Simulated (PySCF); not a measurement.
CHNO, triplet (typed; the unrestricted solution is spin-contaminated), geometry from GFN2-xTB (a higher spin typed on purpose: for a closed-shell molecule this is an excited state), with bond 4-1 at 2.0 times its length; HF/STO-3G (PySCF).

The PySCF input:
```python
from pyscf import gto, scf

mol = gto.Mole()
mol.atom = '''
    N    -1.09818464    0.24883739    0.18204870
    C     0.11446458   -0.30354462    0.21455972
    O     1.09913303    0.03243851   -0.41900695
    H    -2.48693368   -0.60904139    1.39866402
'''
mol.basis = 'sto-3g'
mol.spin = 2
mol.verbose = 4
mol.build()

mf = scf.UHF(mol)
mf.conv_tol_grad = 1e-3
mf.kernel()
```

Problem. What does PySCF print? Leave out banner, timings and long lists.

Solution. 
```
PySCF version 2.14.0

[INPUT] verbose = 4
[INPUT] num. atoms = 4
[INPUT] num. electrons = 22
[INPUT] charge = 0
[INPUT] spin (= nelec alpha-beta = 2S) = 2
[INPUT] symmetry False subgroup None
[INPUT] Mole.unit = angstrom
[INPUT] Symbol           X                Y                Z      unit          X                Y                Z       unit  Magmom
[INPUT]  1 N     -1.098184640000   0.248837390000   0.182048700000 AA   -2.075268203804   0.470234516652   0.344022184333 Bohr   0.0
[INPUT]  2 C      0.114464580000  -0.303544620000   0.214559720000 AA    0.216306707163  -0.573616198385   0.405459108163 Bohr   0.0
[INPUT]  3 O      1.099133030000   0.032438510000  -0.419006950000 AA    2.077060401163   0.061299899789  -0.791808379789 Bohr   0.0
[INPUT]  4 H     -2.486933680000  -0.609041390000   1.398664020000 AA   -4.699623545157  -1.150921425624   2.643091938083 Bohr   0.0

nuclear repulsion = 54.4401188947342
number of shells = 10
number of NR pGTOs = 48
number of NR cGTOs = 16
basis = sto-3g
ecp = {}

******** <class 'pyscf.scf.uhf.UHF'> ********
method = UHF
initial guess = minao
damping factor = 0
level_shift factor = 0
DIIS = <class 'pyscf.scf.diis.CDIIS'>
diis_start_cycle = 1
diis_space = 8
diis_damp = 0
SCF conv_tol = 1e-09
SCF conv_tol_grad = 0.001
SCF max_cycles = 50
direct_scf = True
direct_scf_tol = 1e-13
number electrons alpha = 12  beta = 10
init E= -165.360672518108

cycle= 1 E= -165.090518094743  delta_E= 0.27  |g|= 0.466  |ddm|= 2.14
cycle= 2 E= -165.188574608064  delta_E= -0.0981  |g|= 0.414  |ddm|= 0.941
cycle= 3 E= -165.286098349681  delta_E= -0.0975  |g|= 0.0806  |ddm|= 0.439
cycle= 4 E= -165.29931349684  delta_E= -0.0132  |g|= 0.0509  |ddm|= 0.188
cycle= 5 E= -165.305970723252  delta_E= -0.00666  |g|= 0.0346  |ddm|= 0.148
cycle= 6 E= -165.309541324879  delta_E= -0.00357  |g|= 0.0282  |ddm|= 0.0886
cycle= 7 E= -165.315623653971  delta_E= -0.00608  |g|= 0.011  |ddm|= 0.278
cycle= 8 E= -165.315772938388  delta_E= -0.000149  |g|= 0.0123  |ddm|= 0.0468
cycle= 9 E= -165.314963887217  delta_E= 0.000809  |g|= 0.0128  |ddm|= 0.0546
cycle= 10 E= -165.315142945946  delta_E= -0.000179  |g|= 0.00566  |ddm|= 0.0931
cycle= 11 E= -165.315070201994  delta_E= 7.27e-05  |g|= 0.00266  |ddm|= 0.0488
cycle= 12 E= -165.315095555671  delta_E= -2.54e-05  |g|= 0.00126  |ddm|= 0.0132
cycle= 13 E= -165.315100425213  delta_E= -4.87e-06  |g|= 0.000987  |ddm|= 0.0113
cycle= 14 E= -165.315103444063  delta_E= -3.02e-06  |g|= 0.000535  |ddm|= 0.00818
cycle= 15 E= -165.315104571211  delta_E= -1.13e-06  |g|= 0.000251  |ddm|= 0.00546
cycle= 16 E= -165.31510474805  delta_E= -1.77e-07  |g|= 7.98e-05  |ddm|= 0.00155
cycle= 17 E= -165.31510476692  delta_E= -1.89e-08  |g|= 4.56e-05  |ddm|= 0.000344
cycle= 18 E= -165.315104774475  delta_E= -7.55e-09  |g|= 2.48e-05  |ddm|= 0.000323
cycle= 19 E= -165.315104777015  delta_E= -2.54e-09  |g|= 1.1e-05  |ddm|= 0.000186
cycle= 20 E= -165.315104777708  delta_E= -6.93e-10  |g|= 8.77e-06  |ddm|= 7.46e-05
Extra cycle  E= -165.31510477799  delta_E= -2.82e-10  |g|= 9.98e-06  |ddm|= 2.57e-05
converged SCF energy = -165.31510477799  <S^2> = 2.2719943  2S+1 = 3.1761576
```
